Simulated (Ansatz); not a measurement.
C5H8O2 (acetylacetone (keto form)): a line through the functionals

C5H8O2: 15 atoms, total charge 0, spin state singlet. As SMILES, `CC(=O)CC(C)=O`. Geometry: relaxed at PBE0-D4/def2-TZVP. This is one conformer, not always the lowest.

The electronic atomisation energy y, in eV, basis 6-31G(d); a is the functional's share of exact exchange. Programs: Ansatz 0.2.0.

```
functional  program     a  y (eV)
      BLYP   Ansatz     0   66.65
    r2SCAN   Ansatz     0   67.03
     B3LYP   Ansatz   0.2   66.47
      PBE0   Ansatz  0.25       ?
     BHLYP   Ansatz   0.5   64.09
```

Question: Fit y = c + s·a to the known rows and predict PBE0.

Answer: 
1. Means of the 4 rows: a = 0.1750, y = 66.060.
2. Σ(Δa)² = 0.1675, Σ(Δa·Δy) = -0.903, so the slope is -0.903/0.1675 = -5.391.
3. Intercept: 66.060 − (-5.391) × 0.1750 = 67.003. The largest residual of the fit is 0.55.
4. PBE0: 67.003 + (-5.391) × 0.25 = 65.66 eV.

The run gave 67.20 eV, so the prediction is off by -1.54 eV, more than the scatter of the fit. The rows mix families of semi-local functionals, which the line can't see.
